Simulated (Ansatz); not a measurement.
System: C₂H₈GeN, net charge 0, doublet state. It need not be the lowest isomer of its formula. 
Structure (B3LYP-D3(BJ)/def2-TZVP (Ansatz, a first-principles code) minimum search):
SMILES: [N](C)([GeH2])C
```xyz
12

C     -1.8423    -0.4545     0.6324
N     -0.5808     0.2509     0.5542
C     -0.6784     1.6537     0.8976
Ge     0.7803    -0.3607    -0.5578
H     -2.6035    -0.0270    -0.0346
H     -2.2358    -0.4044     1.6545
H     -1.7085    -1.5044     0.3734
H     -1.0396     1.7624     1.9270
H     -1.3756     2.1973     0.2451
H      0.2987     2.1313     0.8306
H      0.8314    -1.8887    -0.2418
H      2.0522     0.3226     0.0363
```
Charge 0, spin multiplicity 2.

Dipole moments at this geometry, in debye (magnitudes).

```csv
level,program,dipole (D)
r2SCAN/def2-TZVPD,Ansatz,1.62
PBE0/def2-TZVPD,Ansatz,1.42
r2SCAN0/def2-TZVPD,Ansatz,1.38
HSE06/def2-TZVPD,Ansatz,?
wB97M-V/def2-TZVPD,Ansatz,1.20
CCSD(T)/aug-cc-pVDZ,Ansatz,?
```

### Question
Some entries are withheld; supply them.

### Answer

- HSE06/def2-TZVPD, dipole (D): 1.43
- CCSD(T)/aug-cc-pVDZ, dipole (D): 1.29
